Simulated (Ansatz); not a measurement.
`C[SiH2]BO` at its PBE0-D4/def2-TZVP geometry, where that method's forces vanish. The species carries charge 0 and has multiplicity 1.

```tsv
atom	x (Å)	y (Å)	z (Å)
C1	-0.6523	1.3781	0.7433
Si2	0.2668	-0.2550	0.8424
B3	0.5092	-1.1673	-0.9512
O4	0.0020	-0.5738	-2.0570
H5	-0.1162	2.0816	0.1023
H6	-1.6477	1.2326	0.3175
H7	-0.7650	1.8316	1.7302
H8	1.6146	-0.0460	1.4544
H9	-0.4563	-1.1928	1.7551
H10	1.0876	-2.2198	-1.0701
H11	0.1574	-1.0691	-2.8668
```

For each bond, give half the difference of the two atoms' forces along it (eV/Å; positive pushes the atoms apart) under PBE-D4, r2SCAN-D4, B3LYP-D4, ωB97M-V in def2-TZVPP. (Estimate.)

Computed: 
```json
{"bond": "C1–Si2", "length (Å)": "1.877", "PBE-D4": "0.02", "r2SCAN-D4": "0.01", "B3LYP-D4": "0.13", "ωB97M-V": "0.07"}
{"bond": "C1–H5", "length (Å)": "1.092", "PBE-D4": "0.11", "r2SCAN-D4": "-0.01", "B3LYP-D4": "-0.04", "ωB97M-V": "-0.05"}
{"bond": "C1–H6", "length (Å)": "1.092", "PBE-D4": "0.11", "r2SCAN-D4": "-0.01", "B3LYP-D4": "-0.04", "ωB97M-V": "-0.05"}
{"bond": "C1–H7", "length (Å)": "1.092", "PBE-D4": "0.10", "r2SCAN-D4": "-0.01", "B3LYP-D4": "-0.04", "ωB97M-V": "-0.04"}
{"bond": "Si2–B3", "length (Å)": "2.027", "PBE-D4": "-0.19", "r2SCAN-D4": "-0.06", "B3LYP-D4": "-0.02", "ωB97M-V": "-0.03"}
{"bond": "Si2–H8", "length (Å)": "1.495", "PBE-D4": "0.10", "r2SCAN-D4": "-0.01", "B3LYP-D4": "-0.09", "ωB97M-V": "-0.12"}
{"bond": "Si2–H9", "length (Å)": "1.495", "PBE-D4": "0.10", "r2SCAN-D4": "-0.01", "B3LYP-D4": "-0.09", "ωB97M-V": "-0.12"}
{"bond": "B3–O4", "length (Å)": "1.354", "PBE-D4": "0.35", "r2SCAN-D4": "0.22", "B3LYP-D4": "0.17", "ωB97M-V": "0.22"}
{"bond": "B3–H10", "length (Å)": "1.207", "PBE-D4": "-0.01", "r2SCAN-D4": "-0.07", "B3LYP-D4": "-0.14", "ωB97M-V": "-0.15"}
{"bond": "O4–H11", "length (Å)": "0.962", "PBE-D4": "0.39", "r2SCAN-D4": "0.00", "B3LYP-D4": "-0.02", "ωB97M-V": "-0.10"}
```

B3LYP here is the variant with VWN-RPA as its local correlation; programs differ in this.
